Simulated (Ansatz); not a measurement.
A series at In: from `[SiH3][O][In]([O][SiH3])[O][SiH3]`, ligands are replaced one by one, each step taking up H₂ and setting free `O[SiH3]`; n counts the steps. Ansatz, PBE0-D4/def2-TZVP geometries. Each molecule was computed in one conformer, which needn't be the lowest.

```csv
n,molecule,"HOMO energy, ωB97M-V/def2-TZVPP (eV)"
0,`[SiH3][O][In]([O][SiH3])[O][SiH3]`,-10.85
1,`[SiH3][O][InH][O][SiH3]`,?
2,`[SiH3][O][InH2]`,-10.34
3,`[InH3]`,-10.37
```

Problem. By hand: fit a straight line y = ȳ + b (n − n̄) to the 3 given rows and predict n = 1.

Solution. n̄ = 1.667, ȳ = -10.520; Σ(n − n̄)(y − ȳ) = 0.810, Σ(n − n̄)² = 4.667, so b = 0.174 eV a step. Prediction: -10.520 + (0.174) × (-0.667) = -10.64 eV.

Problem. By hand: compare with the computed value, -10.45 eV, and give the steps along the whole series.

Solution. The line misses by 0.19 eV (computed minus predicted). Steps: 0.40, 0.11, -0.03 eV.

The steps change sign along the series, so a line is a poor guide. The highest orbital can change its character along such a series. The miss is 37.3 % of the series' range.
